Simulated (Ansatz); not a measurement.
# Ligand exchange: C2H5ClSn + CH5N → C2H7NSn + CH3Cl

Species: C2H5ClSn `C[CH2][Sn][Cl]`, singlet; CH5N (methylamine) `CN`, singlet; C2H7NSn `C[CH2][Sn][NH2]`, singlet; CH3Cl (chloromethane) `CCl`, singlet. The partners trade Cl for NH2: Sn–Cl and C–NH2 bonds give way to Sn–NH2 and C–Cl.

Shapes, held fixed at every level: PBE0-D4/def2-TZVP. Flexible molecules stand in one conformer, not always the lowest. Programs: Ansatz 0.2.0. The zero-point and thermal change to 298 K, harmonic and unscaled (PBE0-D4/def2-TZVP), is -5.5 kJ/mol.

```tsv
level	kind	ΔH(298 K) (kJ/mol)	less CCSD(T)/def2-TZVPP
HF/def2-SVP	Hartree–Fock	+111.7	+44.0
B3LYP-D4/def2-TZVPP	global hybrid	+75.4	+7.7
r2SCAN0-D4/def2-TZVPP	global hybrid	+77.5	+9.8
wB97X-V/def2-TZVPP	range-separated hybrid	+74.4	+6.7
MP2/def2-SVP	perturbation theory	+82.0	+14.3
CCSD/def2-SVP	coupled cluster or CI	+88.2	+20.5
CCSD(T)/def2-TZVPP	coupled cluster or CI	+67.7	0.0
```

The highest level, CCSD(T)/def2-TZVPP, gives ΔH(298 K) = +67.7 kJ/mol; the levels span +67.7 to +111.7. The column of differences is taken from that level and isn't an error. No measured value is set beside it here. For atoms past krypton def2 sets carry core potentials with scalar relativity. Outer-core shells of Sn are correlated, in sets that cover them unevenly. CCSD(T)/def2-TZVPP lies outside the range of all other levels here, so it shouldn't be taken on trust.
